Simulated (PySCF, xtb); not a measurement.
Ge(H)(NH2) (GeH3N), SMILES [NH2][GeH] (connectivity only; charge and spin as stated), neutral, multiplicity 1.

GFN2-xTB in xtb 6.7.1 at its own geometry gives an orbital gap of 3.64 eV and a dipole moment of 1.85 D.

The structure is a stationary point at B3LYP-D3(BJ)/def2-TZVP.

**Question.** What does ωB97X/def2-TZVPD (PySCF) give? (An estimate is asked for; the answer gives what the named calculation found.)

**Answer.** gap 9.16 eV (levels -8.89 and 0.27 eV), dipole 1.35 D.
